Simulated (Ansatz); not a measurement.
Born–Oppenheimer molecular dynamics of C$_{2}$H$_{10}$OSi$_{2}$ (15 atoms, charge 0, multiplicity 1). It starts from a relaxed structure.

These are results of Ansatz, RKS B3LYP-D4/6-31G, not measurements.

```json
{"ensemble": "NVE (velocity Verlet)", "time step": "1 fs", "steps asked": "250", "starting velocities drawn for": "50 K", "masses": "H 10 u", "seed": "898785"}
```

First frame:

```xyz
15
Properties=species:S:1:pos:R:3
Si -0.182 0.054 -0.315
O -0.704 -0.206 1.277
Si -1.301 -0.622 2.797
H -2.316 -1.730 2.685
H -0.181 -1.089 3.689
H -1.962 0.569 3.437
C 1.718 -0.018 -0.371
H 2.084 -0.986 -0.013
H 2.080 0.131 -1.395
H 2.149 0.765 0.264
C -0.819 1.746 -0.908
H -1.912 1.787 -0.868
H -0.423 2.545 -0.273
H -0.504 1.937 -1.941
H -0.761 -1.043 -1.179
```

How far do the bonds stretch over the last three quarters of this one trajectory? (Pairs bonded in most of those frames.)


```tsv
bond	mean (Å)	spread (Å)	shortest	longest
Si1–O2	1.694	0.009	1.68	1.71
Si1–C7	1.904	0.013	1.88	1.93
Si1–C11	1.903	0.014	1.88	1.93
Si1–H15	1.514	0.020	1.48	1.55
O2–Si3	1.684	0.009	1.67	1.71
Si3–H4	1.506	0.011	1.48	1.53
Si3–H5	1.506	0.015	1.48	1.53
Si3–H6	1.505	0.013	1.48	1.53
C7–H8	1.096	0.017	1.07	1.12
C7–H9	1.097	0.014	1.08	1.12
C7–H10	1.096	0.005	1.08	1.11
C11–H12	1.095	0.011	1.08	1.12
C11–H13	1.096	0.004	1.09	1.10
C11–H14	1.097	0.010	1.08	1.11
```

Mean temperature of the second half: 24 K. The conserved energy stayed within 0.036 meV per atom of its start (net change 0.017 meV per atom), so the integration is sound. Over the second half the temperature averaged 0.49 of the 50 K drawn at the start: a run that starts near a minimum puts about half its kinetic energy into the potential. A run of 0.25 ps of so small a system gives no equilibrium averages. Limits of this set-up: no polarisation functions.

The run took 18 min on 1 thread of Arm Neoverse V2, on a shared host, peak memory 0.17 GiB.
